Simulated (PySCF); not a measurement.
InI2, doublet: molecular constants

Method: UPBE0/[In def2-TZVP with ECP28, I def2-TZVP with ECP28], scalar-relativistic core potentials, density fitting, no spin–orbit coupling, PySCF.

The structure is a minimum.

```xyz
3
charge 0 multiplicity 2, angstrom
In    0.0000    0.0000   -0.8758
I     2.3994    0.0000    0.3956
I    -2.3994    0.0000    0.3956
```

* Point group: C2v
* Bond lengths: In–I 2.715 Å (×2)
* Bond angles: I–In–I 124.2°
* Zero-point energy: 2.4 kJ/mol
* Spin squared ⟨S²⟩: 0.756
* Enthalpy at 298.15 K above 0 K: 15.27 kJ/mol
* Principal polarisabilities: 75.4, 94.6, 180.6 bohr³
* Principal quadrupole moments (Buckingham, traceless) about the centre of mass: -7.22, 3.15, 4.07 D Å
* Highest occupied level (α): -6.50 eV
* Rotational constants: 0.1319, 0.01154, 0.01061 cm⁻¹
* Dipole moment: 1.80 D
* Atomisation energy without zero-point energy: 481 kJ/mol
* Rotational symmetry number: 2
* Heat capacity Cp at 298.15 K: 57.2 J/(mol K)
* Lowest empty level (β): -4.28 eV
* Entropy at 298.15 K and 1 bar (electronic part: spin only): 352.9 J/(mol K)

Harmonic modes (masses in u: In 114.904, I 126.904):
| symmetry | ω (cm⁻¹) | IR (km/mol) | μ (u) |
| --- | --- | --- | --- |
| a1 | 46 | 0.5 | 122.94 |
| a1 | 154 | 5.4 | 122.06 |
| b2 | 202 | 38.4 | 119.04 |

In C2v the vibrations span 2a1 + b2. Here b1 is antisymmetric to the molecular plane and b2 lies in it.

Charges (e):
| atom | Mulliken | Löwdin | polar tensor | spin (Mulliken) | Mayer order to In1 |
| --- | --- | --- | --- | --- | --- |
| In1 | 0.55 | -0.21 | 0.88 | 0.52 | – |
| I2,3 | -0.28 | 0.10 | -0.44 | 0.24 | 0.99 |

Mulliken populations on In1 (electrons outside its core potential): s 3.48, p 6.83, d 10.11, f 0.03.

Outer orbital energies (eV). α occupied: -19.14, -11.61, -9.20, -8.13, -8.10, -7.81, -7.74, -6.50; empty: -2.30, -1.19, -0.07, 1.68. β occupied: -19.04, -18.88, -11.10, -8.64, -8.01, -7.95, -7.73, -7.65; empty: -4.28, -1.90, -0.82, 0.29.

This need not be the most stable arrangement of these atoms. Spin–orbit coupling, left out here, can matter for elements this heavy.

The final relaxation and frequency run took about 15 core-minutes on a shared host.
